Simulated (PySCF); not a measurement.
Coordinates in bohr (charge 0 multiplicity 1):
```
I     0.0000    0.0000    0.0000
O     3.9633    0.2074    0.0000
O    -2.1613    3.3286    0.0000
O    -1.8020   -3.5360    0.0000
H     4.6591   -1.4883    0.0000
H    -1.0406    4.7791    0.0000
H    -3.6185   -3.2908    0.0000
```

Computed with PBE0 in PySCF with I def2-SVP with ECP28, O def2-SVP, H def2-SVP; scalar-relativistic core potentials, no spin–orbit coupling; density-fitted integrals.

This geometry of I(OH)₃ is a stationary point at this level.

**Question.** What is the point group?

**Answer.** C3h.

**Question.** Is it a minimum?

**Answer.** No: it has 5 imaginary modes, at 563i cm⁻¹ (e''), 525i cm⁻¹ (a''), 93i cm⁻¹ (e').

**Question.** List the harmonic modes with their infrared intensities.

**Answer.** 
```csv
symmetry,ω (cm⁻¹),"IR (km/mol, summed over degenerate members)"
e'',563i,–
a'',525i,–
e',93i,–
a'',239,14.1
e',461,340
a',482,0.0
a',761,0.0
e',769,146
e',3818,316
a',3820,0.0
```

**Question.** What are the dipole moment and the gap between the highest occupied and lowest empty levels?

**Answer.** 0.00 D and 4.28 eV.

In C3h the vibrations span e'' + 2a'' + 4e' + 3a'. The a', e'' modes carry no infrared intensity, as symmetry demands.

This need not be the most stable arrangement of these atoms. At this level a singlet minimum of C1 symmetry lies 170 kJ/mol below this structure.
